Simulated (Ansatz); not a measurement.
Computed with Ansatz on PBE0-D4/def2-TZVP structures; ΔE is electronic, products minus reactants. CCSD(T)/CBS is the MP2 limit (def2-TZVPP, def2-QZVPP) plus CCSD(T) − MP2 in def2-TZVPP, frozen cores. This one scheme is used for every species. DFT in def2-TZVPP. One conformer a species, not always the lowest.

`C[O][Al]([F])[F]` + H₂S → `[F][Al]([F])[SH]` + CH₃OH  (ligand exchange at the Al–O bond)

| level | ΔE (kJ/mol) |
| --- | --- |
| PBE-D4 | 8.3 |
| PBE-QIDH | 14.1 |

What does CCSD(T)/CBS give? (Best estimate.)

Ansatz gave: +17.5 kJ/mol. The listed levels differ from it by -9.2, -3.4 kJ/mol.

Largest T1 diagnostic among the species: 0.012.

Leaving LDA and LC-ωPBE aside and taking each functional with its dispersion term where it has one, the values, not all of them listed here, spread over 17.2 kJ/mol, from PBE-D4 to CAM-B3LYP-D4. LDA lies +4.1 kJ/mol from PBE without D4. At CCSD(T), def2-SVP lies +8.9 kJ/mol from the extrapolated value and def2-TZVPP +3.3 kJ/mol.
